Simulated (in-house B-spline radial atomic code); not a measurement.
## RPA and G0W0 on HSE06: the neon ion Ne⁶⁺

Configuration [He] 2s2, mean-field start HSE06. Computed with an all-electron radial atomic-structure program (B-spline basis): all electrons, non-relativistic, point nucleus, each spin shell either full or empty, empty states to l = 9 with an (l + 1/2)⁻⁴ tail; G0W0 by contour deformation at full frequency.

Command:
```bash
python run_gw.py task.json out
```
Settings (radii: box in bohr, nucleus in fm):
```
Z                        10
electrons                4
configuration            [He] 2s2
hamiltonian              nr
method                   hse06
lmax                     9
spin_polarised           False
box_radius               9.29
intervals                45
ion_configuration        [He] 2s1
```

Cost of the run: 0.9 s on 1 thread of Arm Neoverse V2 (shared host).

Energies (hartree):

```
                                     term       value
                         mean-field total  -110.16663
Hartree-Fock functional on these orbitals  -110.10955
                      direct second order     -0.3661
                    second-order exchange      0.1797
                         SOSEX correction     0.13711
```

(1) What is the RPA correlation energy, and what remains with SOSEX?

Quasi-particle levels (eV):

| level | occupied | mean field | Σx - vxc | Σc | QP weight | G0W0 |
| --- | --- | --- | --- | --- | --- | --- |
| 2s | yes | -194.96 | -8.85 | ? | ? | ? |
| 1s | yes | -1056.03 | -47.04 | 5.78 | 0.952 | -1097.29 |
| 2p | no | -170.46 | 13.50 | -1.59 | 0.976 | -158.54 |

G0W0 = mean field + (Σx - vxc) + Σc, with Σc (partial-wave tail included) taken at the quasi-particle energy.

(2) Where does G0W0 put 2s?

(3) What does it cost to remove one electron (to [He] 2s1) by differences of total energies, each species on its own start (correlation terms add to the Hartree-Fock functional)?

Results:

(1) RPA gives -0.27976 hartree (-1.9 eV per electron); RPA + SOSEX gives -0.14265, and the second-order doubles -0.18639 hartree (no singles). SOSEX takes back 49 % of the RPA value.

(2) At -206.95 eV, with Σc = -3.14 eV and a quasi-particle weight of 0.957. The tabulated removal energy is 207.271 ± 0.012 eV (NIST, measured).

(3) HSE06 205.20 eV, Hartree-Fock functional 203.53 eV, + RPA 206.96 eV, + RPA + SOSEX 206.05 eV, + second order 207.19 eV. Tabulated: 207.271 ± 0.012 eV (NIST, measured).
